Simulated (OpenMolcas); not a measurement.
CH2FNSi (SMILES FC1=N[SiH2]1): methods side by side

CH2FNSi: 6 atoms, total charge 0, spin state singlet. As SMILES, `FC1=N[SiH2]1`. Geometry: relaxed at PBE0-D4/def2-TZVP.

Quantity: the vertical electron affinity (to the doublet anion), in eV. The values are calculated.

The electron affinity is E(neutral) − E(anion): positive where the electron is bound.

| level | kind | program | value (eV) | CPU time (all runs) |
| --- | --- | --- | --- | --- |
| SVWN5/6-311+G** | LDA | OpenMolcas | -0.14 | 76 s |
| BLYP/6-311+G** | GGA | OpenMolcas | -0.36 | 1.7 min |
| revPBE/6-311+G** | GGA | OpenMolcas | -0.28 | 1.7 min |
| M06-L/6-311+G** | meta-GGA | OpenMolcas | -0.66 | 2.4 min |
| TPSS/6-311+G** | meta-GGA | OpenMolcas | -0.34 | 2.4 min |
| B3LYP/6-311+G** | global hybrid | OpenMolcas | -0.27 | 96 s |
| BHLYP/6-311+G** | global hybrid | OpenMolcas | -0.46 | 1.8 min |
| M06-2X/6-311+G** | hybrid meta-GGA | OpenMolcas | -0.43 | 2.4 min |

Where it was recorded, the anion's HOMO is positive in every row: a fault of the level (basis or self-interaction), which says nothing on whether the real anion is bound. The values span -0.66 to -0.14 eV. Negative values mean that the anion is unbound at that level; they are set by how diffuse the basis is and aren't properties of the molecule, whose anion may well be bound. CPU times are rough (shared hosts, several kinds of processor and program).
